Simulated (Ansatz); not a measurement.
Mulliken charges of `[SiH3]OBCl` from PBE/def2-TZVPP in Ansatz (PBE0-D4/def2-TZVP geometry).

| atom | x (Å) | y (Å) | z (Å) | charge (e) |
| --- | --- | --- | --- | --- |
| Si1 | -0.211 | 1.170 | -0.171 | 0.343 |
| O2 | -0.431 | -0.296 | 0.593 | -0.258 |
| B3 | 0.109 | -1.503 | 0.409 | 0.202 |
| Cl4 | 1.317 | -1.767 | -0.860 | -0.163 |
| H5 | -0.577 | 1.049 | -1.601 | -0.042 |
| H6 | -1.114 | 2.120 | 0.516 | -0.048 |
| H7 | 1.200 | 1.601 | -0.029 | -0.042 |
| H8 | -0.202 | -2.431 | 1.087 | 0.007 |

Task: By hand: the dipole of these point charges (1 e Å = 4.8032 D).

Result: Σ q r = (-0.128, 0.232, 0.062) e Å, of length 0.272 e Å = 1.31 D.

Task: How does the dipole of the full density compare? (Estimate.)

Result: Ansatz gave: (-0.076, 0.223, 0.007) e Å, 1.13 D; the point charges give 1.16 times that, at 15° from its direction.

Point charges leave out the atoms' own dipoles, such as those of lone pairs, and Mulliken's split depends on the basis, so the two needn't agree.
